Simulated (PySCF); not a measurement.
Geometry (Å), atoms numbered from 1 in this order:
```xyz
15

C    -2.5087    0.2456   -0.2662
C    -1.1218   -0.2304    0.0051
C    -0.0063    0.5869   -0.2157
C     1.2436    0.0556    0.0650
C     2.4765    0.8399   -0.1363
O     2.5070    1.9687   -0.5466
C     1.2715   -1.2614    0.5484
N     0.1784   -1.9686    0.7314
N    -0.9889   -1.4652    0.4657
H    -2.7276    1.1247    0.3373
H    -3.2174   -0.5419   -0.0283
H    -2.6120    0.5230   -1.3138
H    -0.1008    1.5958   -0.5903
H     3.4012    0.2911    0.1282
H     2.2009   -1.7559    0.7941
```

Fast rotation and ring inversion assumed for equivalent nuclei, one computed conformer, no solvent model, no relativistic terms. Shieldings: GIAO PBE0/pcSseg-1; geometry: GFN2-xTB; PySCF 2.14.

Shifts are taken against calculated references (same method and geometry level): $^{13}$C (186.93 ppm) against TMS.

**Question.** Do the $^{13}$C shifts follow the atomic charges (in e)? Tabulate both.

**Answer.** 
```csv
atoms,hybridisation,δ (ppm),σ para (ppm),Hirshfeld,IAO,Mulliken,ESP-fitted
C5,sp2,198.5,-252,+0.13,+0.25,+0.39,+0.30
C2,sp2,165.8,-235,+0.07,+0.13,-0.02,+0.68
C7,sp2,152.8,-213,+0.02,-0.03,+0.24,+0.28
C4,sp2,132.0,-213,-0.01,-0.07,-0.42,-0.02
C3,sp2,124.5,-193,-0.02,-0.13,+0.08,-0.30
C1,sp3,25.3,-87,-0.12,-0.44,-0.16,-0.54
```

Correlation coefficients of δ with charge over these carbons: Hirshfeld +0.96, IAO +0.98, Mulliken +0.55, ESP-fitted +0.82; with the paramagnetic shielding -0.99. Among the 5 sp2 carbons alone: Hirshfeld +0.98, IAO +0.97, Mulliken +0.65, ESP-fitted +0.68. With so few points, grouped by hybridisation, these coefficients are fragile. Charge is one influence among several: hybridisation and low-lying excitations act through the paramagnetic term.

Shifts are as computed. Against solution values, carbons near 30 ppm lie about +3 ppm off and those near 130 ppm about +5 ppm. Of 1211 compounds with measured shifts, 218 miss one by over three times the rms of a fit or turn the order of signals round; such compounds aren't used in these exercises.
